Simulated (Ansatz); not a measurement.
Born–Oppenheimer molecular dynamics of AlClFH4OP (9 atoms, charge 0, multiplicity 1). It starts at the highest image of a converged band. Of that band: Neighbouring images differ by up to 1.2 eV, so the band resolves the path poorly. A vibrational analysis at the climbing image gives one clearly imaginary mode, 499i cm⁻¹: a first-order saddle point.

Method: Ansatz, RKS BLYP/def2-SVP.

```yaml
ensemble: NVE (velocity Verlet)
time_step: 0.5 fs
steps_asked: 200
starting_velocities_drawn_for: 300 K
seed: 3175
```

First frame:

```xyz
9
Properties=species:S:1:pos:R:3
Al -0.119 0.280 -0.081
F -0.436 -0.201 1.738
O 1.516 -0.120 -0.401
H 1.841 -0.513 -1.226
Cl -1.754 -0.347 -1.286
P -0.347 2.585 0.702
H -1.568 2.673 1.450
H 0.552 2.749 1.808
H -0.470 0.902 1.772
```

How far do the bonds stretch over the last three quarters of this one trajectory? (Pairs bonded in most of those frames.)


```
   bond  mean (Å)  spread (Å)  shortest  longest
 Al1–F2     2.064       0.078      1.91     2.14
 Al1–O3     1.721       0.019      1.69     1.75
Al1–Cl5     2.128       0.015      2.10     2.16
 Al1–P6     2.400       0.044      2.37     2.50
  F2–H9     0.992       0.031      0.95     1.05
  O3–H4     0.973       0.019      0.94     1.00
  P6–H7     1.448       0.049      1.37     1.52
  P6–H8     1.449       0.009      1.44     1.47
```

Mean temperature of the second half: 195 K. The conserved energy stayed within 0.14 meV per atom of its start (net change 0.066 meV per atom), so the integration is sound. A run of 0.1 ps of so small a system gives no equilibrium averages. The orbitals stay closed-shell, which can raise the energy where a bond breaks towards radicals; this wasn't checked here.

Run time: 6.1 min on 2 threads of Arm Neoverse V2, on a shared host, peak memory 0.14 GiB.
